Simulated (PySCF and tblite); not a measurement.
Results of a calculation; reference values are marked as such.
Stationary points of C₅H₈O₂ at GFN2-xTB, in Å:

Structure A

```
 1 C     2.391    0.524    0.758
 2 C     0.988    0.838    0.307
 3 O     0.606    2.003    0.172
 4 C     0.133   -0.290    0.047
 5 C    -1.152   -0.117   -0.366
 6 C    -2.079   -1.253   -0.654
 7 O    -1.679    1.082   -0.548
 8 H     2.359   -0.056    1.678
 9 H     2.895   -0.071   -0.001
10 H     2.943    1.445    0.926
11 H     0.527   -1.282    0.185
12 H    -2.985   -1.139   -0.062
13 H    -2.369   -1.224   -1.703
14 H    -1.612   -2.207   -0.432
15 H    -0.969    1.754   -0.329
```

Structure B

```
 1 C     1.934    1.039    0.259
 2 C     1.079    0.218    1.214
 3 O     1.443    0.058    2.363
 4 C    -0.166   -0.381    0.749
 5 C    -0.802   -0.308   -0.436
 6 C    -2.094   -1.021   -0.687
 7 O    -0.408    0.385   -1.518
 8 H     2.842    1.330    0.784
 9 H     2.218    0.453   -0.615
10 H     1.414    1.949   -0.040
11 H    -0.641   -0.975    1.516
12 H    -2.884   -0.290   -0.852
13 H    -2.007   -1.616   -1.594
14 H    -2.362   -1.660    0.147
15 H     0.417    0.857   -1.351
```

Structure C

```
 1 C     2.179    0.663    0.313
 2 C     0.864    0.790    1.048
 3 O     0.645    1.660    1.853
 4 C    -0.128   -0.268    0.689
 5 C    -0.954   -0.198   -0.352
 6 C    -1.934   -1.264   -0.727
 7 O    -0.999    0.861   -1.208
 8 H     2.659   -0.265    0.617
 9 H     2.005    0.608   -0.759
10 H     2.830    1.501    0.548
11 H    -0.164   -1.113    1.356
12 H    -2.947   -0.875   -0.640
13 H    -1.778   -1.550   -1.765
14 H    -1.826   -2.134   -0.088
15 H    -0.451    1.584   -0.883
```

The path came from a restrained scan, a climbing-image band and a saddle search at GFN2-xTB; energies are PBE0/pcSseg-1 + D3(BJ), IEF-PCM methanol//GFN2-xTB, thermal terms GFN2-xTB.

Which structure is a saddle point, and along which motion?

C: one imaginary mode (96i cm⁻¹ at GFN2-xTB, mostly on O3, O7, C1), along the rotation about the C2–C4 bond (torsion C1–C2–C4–C5 from -180° to -4°, rising).

Give their symmetry and energies above the lowest.

A Cs, 0.0 kcal/mol; B C1, 10.2 kcal/mol; C C1, 18.8 kcal/mol.
